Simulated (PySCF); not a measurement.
Te(NH2)(OSiH3) (H5NOSiTe), SMILES O([Te]N)[SiH3]. Atoms are numbered in the order given.

```xyz
9

Te    -0.6017     0.0468     0.5711
N     -0.6430     1.9589     0.0032
H      0.0146     2.5724     0.4768
H     -0.6532     2.1245    -0.9994
O      1.2316    -0.5388    -0.0314
Si     1.5435    -0.9511    -1.6166
H      0.7563    -2.1491    -2.0464
H      3.0013    -1.2472    -1.7245
H      1.2067     0.1780    -2.5446
```
Charge 0, spin multiplicity 1.

The structure is a stationary point at PBE0-D3(BJ)/def2-SVP. This is a generated structure with no PubChem entry under its InChIKey; it may be hypothetical. The def2 effective core potentials stand for the cores of Te; spin–orbit coupling is left out. One conformer was computed; it need not be the lowest.

All values below come from PBE0-D3(BJ)/def2-SVP (PySCF).

Frequencies are harmonic and unscaled.

```tsv
mode	ν (cm⁻¹)	IR (km/mol)	Raman (Å⁴/amu)	depolarisation	moving atoms (share of kinetic energy)
1	57	0.3	0.8	0.60	N 32 %, H 31 %, O 18 %, Si 15 %
2	93	0.2	0.5	0.65	H 79 %, N 12 %
3	128	0.3	0.2	0.39	Si 41 %, O 27 %, H 19 %, Te 13 %
4	209	16.2	4.5	0.67	O 43 %, N 26 %, H 18 %, Te 11 %
5	446	37.8	6.2	0.54	H 88 %
6	481	266.6	5.5	0.72	H 40 %, N 32 %, O 18 %
7	495	28.4	23.8	0.19	O 38 %, H 31 %, N 16 %, Si 8 %
8	692	13.1	13.5	0.32	N 46 %, H 43 %, Te 8 %
9	722	66.7	14.9	0.55	H 78 %, O 8 %, Si 8 %
10	731	53.9	9.5	0.29	H 75 %, O 13 %, Si 10 %
11	911	293.5	1.2	0.75	O 65 %, Si 24 %, H 10 %
12	913	42.5	2.9	0.74	H 84 %
13	937	74.8	27.0	0.75	H 96 %
14	949	124.2	19.8	0.72	H 95 %
15	988	242.1	17.3	0.75	H 92 %
16	1542	12.0	4.3	0.66	H 92 %, N 8 %
17	2199	124.7	80.1	0.29	H 97 %
18	2219	116.0	136.4	0.20	H 97 %
19	2249	141.0	224.7	0.25	H 97 %
20	3568	25.3	128.6	0.13	H 96 %
21	3687	46.8	61.0	0.74	H 91 %, N 9 %
```
